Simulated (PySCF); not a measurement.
# Se²⁺ (selenium, charge +2): UHF calculation

Configuration: [Ar] 3d10 4s2 4p2, high-spin 3P determinant. Computed with PySCF 2.14 in cc-pVDZ-PP with ECP10MDF, with a scalar-relativistic core potential.

```json
{
  "Total energy": "-370.766267 hartree",
  "One-electron energy": "-636.5271 hartree",
  "Hartree (Coulomb) energy": "292.9313 hartree",
  "Exchange energy": "-27.1705 hartree",
  "⟨S²⟩": "2.0071",
  "⟨L²⟩": "2.020",
  "Sum of ⟨r⟩": "18.35 bohr",
  "Sum of ⟨r²⟩": "23.87 bohr²",
  "Traceless quadrupole moment −½Σ⟨3z² − r²⟩ along its main axis": "1.84 e·bohr²",
  "Time after the integrals": "0.07 s of wall time on 1 thread of Intel(R) Xeon(R) Platinum 8559C (shared host)"
}
```

```tsv
shell	electrons	mean orbital energy (eV)	spread (eV)	rms radius, mean of both spins (bohr)
3s α	1	-265.51	0	0.614
3s β	1	-264.96	0	0.614
3p α	3	-207.79	0.011	0.637
3p β	3	-207.16	0.771	0.637
3d α	5	-93.563	0.387	0.688
3d β	5	-93.145	0.755	0.688
4s α	1	-45.817	0	1.84
4s β	1	-39.842	0	1.84
4p α	2	-31.401	0	2.14
```

Energies and moments cover only the electrons outside the core potential.
